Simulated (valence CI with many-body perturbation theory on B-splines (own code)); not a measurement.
**Pm¹¹⁺ in brief**

Method: configuration interaction combined with many-body perturbation theory (CI+MBPT): four valence electrons over a frozen Dirac-Fock core [Kr] 4d10, a basis of 7 s, 7 p, 7 d, 7 f, 4 g, 2 h functions for each j, with the one-electron correlation potential Σ1 (screened to all orders), the two-electron term Σ2, the three-electron term Σ3, Breit, model QED; selected single and double excitations, second order for the rest, scaled by the run's own slope (own B-spline code, finite nucleus).

No measured levels were compared; by estimate terms of the open shell hold to a few per cent of their energy, and close levels can change places; configurations with another count of f electrons can be misplaced by thousands of cm⁻¹.

Names give the largest LS component (configuration and term), which can be under half, so a name can repeat, a term be missing and a line seem to break the LS rules; names also repeat where a configuration has a term twice.

Rates and lifetimes use the calculated energies. Strong lines usually hold to 10 to 20 %, long lifetimes can be off by a factor of two.

Q: What is the ground level?

A: 4f2 5s2 3H_4, composition 94 % 4f2 5s2 3H + 3 % 4f2 5s2 1G, g = 0.806.

Q: Where does the other parity begin?

A: At 4f3 5s 5I°_4, 124430 cm⁻¹.

Q: Among levels below 238160 cm⁻¹, which E1 lines absorb most strongly from the ground level?

A: to 4f2 5s 5p 3H°_5 at 61.33 nm, f = 0.0171; to 4f2 5s 5p 5D°_4 at 42.73 nm, f = 0.0157; to 4f2 5s 5p 3G°_4 at 44.58 nm, f = 0.0155.

Q: What is the ionisation energy?

A: 196.62 eV; NIST lists 202 ± 10 eV (theoretical).

Q: How is the term 3H of the ground level split?

A: J = 4 at 0.0, J = 5 at 3832, J = 6 at 7731 cm⁻¹.

Q: Name the longest-lived excited levels whose lifetime is computed, and their main decay.

A: 4f2 5s2 3F_2 at 7942 cm⁻¹ lives 6520 s, mostly by E2 to 4f2 5s2 3H_4; 4f2 5s2 3P_0 at 33615 cm⁻¹ lives 5.90 s, mostly by E2 to 4f2 5s2 3F_2; 4f2 5s2 3F_3 at 10500 cm⁻¹ lives 2.17 s, mostly by M1 to 4f2 5s2 3F_2.

Q: How well does LS coupling describe the low levels?

A: Among the lowest 20 levels the leading LS term, summed over configurations, holds 77 % on average. For single configurations the figures are 75 % in LS and 83 % in jj coupling. Terms mix most in the J = 3 level at 101010 cm⁻¹, where the leading one holds 34 %.
